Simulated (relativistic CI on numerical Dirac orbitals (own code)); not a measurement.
Sensitivity of the levels of Nb¹⁶⁺ to α and to the nuclear radius

Computed by Dirac-Coulomb-Breit CI, KLI orbitals optimised for each configuration, derivatives by finite differences, unscaled Slater integrals, QED left out (own radial code, finite nucleus).

CI space (outside the closed core [Ne]): 3s²3p⁶3d⁷, 3s²3p⁵3d⁸, 3s²3p⁴3d⁹, 3s3p⁶3d⁸, 3p⁶3d⁹, 3s²3p⁶3d⁶4s, 3s²3p⁶3d⁶4p, 3s3p⁵3d⁹. Levels of other configurations are missing.

With x = (α/α₀)² − 1 an excitation energy changes as ω = ω₀ + qx; K = 2q/ω₀ is the relative enhancement. Terms are leading LS components, so labels can repeat. The field-shift factor is F = δν/δ⟨r²⟩ for the transition from the lowest level.

Lowest level 3s²3p⁶3d⁷ ⁴F9/2.

```tsv
Level	ω₀ (cm⁻¹)	q (cm⁻¹)	K	F (GHz/fm²)
3s²3p⁶3d⁷ ⁴F7/2	18536	20720	2.24	0.121
3s²3p⁶3d⁷ ⁴F5/2	27311	24320	1.78	0.147
3s²3p⁶3d⁷ ⁴F3/2	32182	23930	1.49	0.145
3s²3p⁶3d⁷ ⁴P3/2	50913	4750	0.187	0.0457
3s²3p⁶3d⁷ ⁴P5/2	58403	13160	0.451	0.138
3s²3p⁶3d⁷ ²G9/2	60448	13020	0.431	0.133
3s²3p⁶3d⁷ ⁴P1/2	66826	19560	0.585	0.151
3s²3p⁶3d⁷ ²G7/2	76635	28110	0.734	0.219
3s²3p⁶3d⁷ ⁴P3/2	82423	33730	0.818	0.234
3s²3p⁶3d⁷ ²H11/2	83684	16660	0.398	0.202
3s²3p⁶3d⁷ ²D5/2	86370	28050	0.65	0.215
3s²3p⁶3d⁷ ²P1/2	94122	42080	0.894	0.249
3s²3p⁶3d⁷ ²H9/2	102483	38870	0.758	0.325
3s²3p⁶3d⁷ ²D3/2	116128	56570	0.974	0.366
3s²3p⁶3d⁷ ²F5/2	128059	15980	0.25	0.221
3s²3p⁶3d⁷ ²F7/2	137553	29170	0.424	0.293
3s²3p⁶3d⁷ ²D3/2	192169	23170	0.241	0.372
3s²3p⁶3d⁷ ²D5/2	202866	35010	0.345	0.438
3s²3p⁵3d⁸ ⁴G°11/2	1153324	31880	0.0553	1.96
3s²3p⁵3d⁸ ²F°7/2	1191201	40890	0.0686	1.81
3s²3p⁵3d⁸ ⁴G°9/2	1193289	62580	0.105	1.92
3s²3p⁵3d⁸ ²D°5/2	1197087	36710	0.0613	1.8
3s²3p⁵3d⁸ ⁴G°7/2	1234843	67230	0.109	1.92
```

At this charge energies of transitions that change n are usually good to better than 1 %, and those within a shell (Δn = 0) to a few per cent. Terms inside the open d or f shell come out 10 to 20 % too wide with unscaled integrals.
